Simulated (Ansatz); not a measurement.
Geometry optimisation, RKS PBE/def2-SVP (Ansatz).

input.yaml

```yaml
crystal:
  periodic: [false, false, false]
  atoms:
    - { symbol: Hf, position_ang: [-0.226177, 0.002143, 0.25363] }
    - { symbol: Cl, position_ang: [-0.918985, -0.078643, 2.637307] }
    - { symbol: O, position_ang: [1.801673, 0.258933, 0.081617] }
    - { symbol: H, position_ang: [2.409111, -0.29154, -0.452084] }
    - { symbol: O, position_ang: [-1.24034, 1.266496, -0.760582] }
    - { symbol: H, position_ang: [-1.909061, 1.686605, -1.319728] }
    - { symbol: O, position_ang: [-0.485046, -1.738466, -0.507964] }
    - { symbol: H, position_ang: [-1.005314, -2.504659, -0.794382] }
    - { symbol: O, position_ang: [1.2998, 2.263096, 2.01467] }
    - { symbol: Al, position_ang: [2.753009, 1.452585, 1.39815] }
    - { symbol: H, position_ang: [3.419446, 0.343943, 2.369496] }
    - { symbol: H, position_ang: [3.669101, 2.361634, 0.441889] }
    - { symbol: H, position_ang: [0.819781, 1.822273, 2.761783] }
basis:
  gaussian: { orbitals: def2-SVP }
hamiltonian:
  xc: pbe
relax:
  f_tol: 0.03
  max_steps: 50
```

Command:

```bash
$ ansatz run input.yaml --threads 4 --pin off --max-ram 5120MiB --backend cpu --events-out ev --progress --plain --runs-dir out
```

**Question.** Where does it end, and by what steps?

**Answer.** It converged. After 16 steps the energy has fallen by 1.139 eV; O9 moved furthest, 0.89 Å. Joined: Hf1–O9 (3.25 → 2.19 Å).

| step | energy less start (eV) | largest force component (eV/Å) | accepted |
| --- | --- | --- | --- |
| 0 | 0.0000 | 1.448 | yes |
| 1 | -0.2455 | 1.093 | yes |
| 2 | -0.5191 | 1.583 | yes |
| 3 | -0.8200 | 1.995 | yes |
| 4 | -0.8625 | 2.162 | yes |
| 5 | -1.0460 | 0.406 | yes |
| 6 | -1.0697 | 0.803 | yes |
| 7 | -1.1028 | 0.215 | yes |
| 8 | -1.1172 | 0.457 | yes |
| 9 | -1.1245 | 0.142 | yes |
| 10 | -1.1306 | 0.073 | yes |
| 11 | -1.1341 | 0.199 | yes |
| 12 | -1.1369 | 0.123 | yes |
| 13 | -1.1381 | 0.041 | yes |
| 14 | -1.1388 | 0.073 | yes |
| 15 | -1.1390 | 0.048 | yes |
| 16 | -1.1392 | 0.017 | yes |

```xyz
13
Properties=species:S:1:pos:R:3
Hf -0.200 0.261 0.526
Cl -1.628 0.039 2.465
O 1.895 0.230 -0.049
H 2.253 -0.202 -0.841
O -1.033 1.523 -0.675
H -1.628 1.639 -1.430
O -0.455 -1.503 -0.222
H -0.566 -2.461 -0.283
O 1.071 1.414 1.879
Al 2.810 1.270 1.221
H 3.726 0.374 2.185
H 3.363 2.624 0.568
H 0.780 1.637 2.780
```

Whether the end is a true minimum wasn't checked by a vibrational analysis.

Run time: 52 s on 4 threads of Arm Neoverse V1, on a shared host, peak memory 0.24 GiB.
